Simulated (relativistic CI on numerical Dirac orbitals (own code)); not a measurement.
Calculated at this level of theory: Dirac-Coulomb-Breit CI, KLI orbitals optimised for each configuration, model QED (radiative potential, 1s self-energy scaled to tabulated hydrogen-like ionisation energies), unscaled Slater integrals (own radial code, finite nucleus).

The strongest absorption lines from the ground level of an ion, among the configurations computed and to levels below about 28000 eV (vacuum wavelength in nm, gf): 0.04427 (0.011), 0.04482 (0.019), 0.04586 (0.04), 0.04590 (0.015), 0.04827 (0.11), 0.04839 (0.04), 0.05676 (0.54), 0.05735 (0.21).

(1) Which ion is it?
A. Sr³⁶⁺
B. Xe⁵²⁺
C. Pd⁴⁴⁺
D. Pd⁴²⁺

## Answers

(1) C. Pd⁴⁴⁺ has 2 electrons and the ground level 1s2 1S_0; the strongest line goes to 1s.2p 1P°_1. The pattern of lines fixes the number of electrons, and along that sequence the line energies rise steadily with the charge (about as its square where n changes within one kind of shell, about linearly where n is kept but much faster in heavy ions where fine structure, which grows about as Z⁴, sets the gap, and irregularly where shells cross), which fixes Z. Configurations outside the model, such as inner-shell arrays, can give stronger lines. At this charge energies of transitions that change n are usually good to better than 1 %, and those within a shell (Δn = 0) to a few per cent.

LS names give the leading component of a level, which can be under half, so a name can repeat, a term be missing and a line seem to break the LS rules.
